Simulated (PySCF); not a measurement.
Species: C₄H₈OSSi.
Atom-mapped SMILES: `[O:1]=[CH:2][C@H:3]1[CH2:4][S:5][CH2:6][SiH2:7]1`

NICS is the negative of the GIAO shielding at a point without a nucleus: at the ring centre (0) and 1 Å above and below it (1); zz is the component along the ring normal. Level: GIAO PBE0/pcSseg-1 (PySCF, non-relativistic, gas phase) on the GFN2-xTB geometry, one conformer.

Ring bond lengths (Å), with Mayer bond orders in brackets: C3–C4 1.522 (0.98), C4–S5 1.818 (1.00), S5–C6 1.825 (0.99), C6–Si7 1.907 (0.88), Si7–C3 1.940 (0.80).

**Question.** Give the NICS values of each ring in ppm.

**Answer.** 
| ring | type | NICS(0) | NICS(1), two faces | NICS(1)zz, two faces | rms pucker (Å) | centre to ring atoms, mean (Å) |
| --- | --- | --- | --- | --- | --- | --- |
| C3–C4–S5–C6–Si7 | 5-membered ring with S and Si; formal bonds all single | -6.5 | -4.2 / -4.2 | -2.8 / -2.2 | 0.24 | 1.50 |

**Question.** What can be read from them?

**Answer.** 
- C3–C4–S5–C6–Si7: mean NICS(1)zz -2.5 ppm, near zero. C3, C4, C6, Si7 have four or more neighbours, and the NICS criterion for π rings isn't applied.

**Question.** What field does 9.4 T along the ring normal induce along that normal at the first NICS(1) probe listed for ring C3–C4–S5–C6–Si7, 1 Å off the ring?

**Answer.** NICSzz × B0 = -2.8 ppm × 9.4 T = -26 μT, against the applied field.
